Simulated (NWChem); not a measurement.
System: MgNH$_{2}$F; SMILES [NH2][Mg][F]

```xyz
5

Mg    -0.1398     0.3130    -0.0003
F      0.2326     2.0166    -0.0004
N     -0.5432    -1.5296    -0.0001
H     -0.6598    -2.1155    -0.8193
H     -0.6803    -2.1110     0.8191
```
Atoms are numbered in this order, from 1.

All runs: NWChem. Pople sets run with spherical d functions. Geometry: optimised at B3LYP/6-31G* (spherical d). B3LYP is NWChem's, with the RPA form of VWN correlation. GIAO values for the isolated, static molecule; σ is the absolute isotropic shielding, δ = σ(reference) − σ with the isolated reference molecule computed at the same levels (19F: trichlorofluoromethane, 1H: tetramethylsilane, 15N: ammonia).

```csv
level,σ Mg1 (ppm),δ F2 (ppm),δ N3 (ppm),δ H4 (ppm)
BHandHLYP/pcSseg-1,509.8,-243.0,-47.9,-1.58
"LDA (Slater exchange, VWN5)/pcSseg-1",474.2,-277.5,-41.9,-1.71
B3LYP/6-31G*,535.8,-203.5,-26.3,-1.55
KT2/pcSseg-1,498.4,-285.2,-46.2,-1.88
```
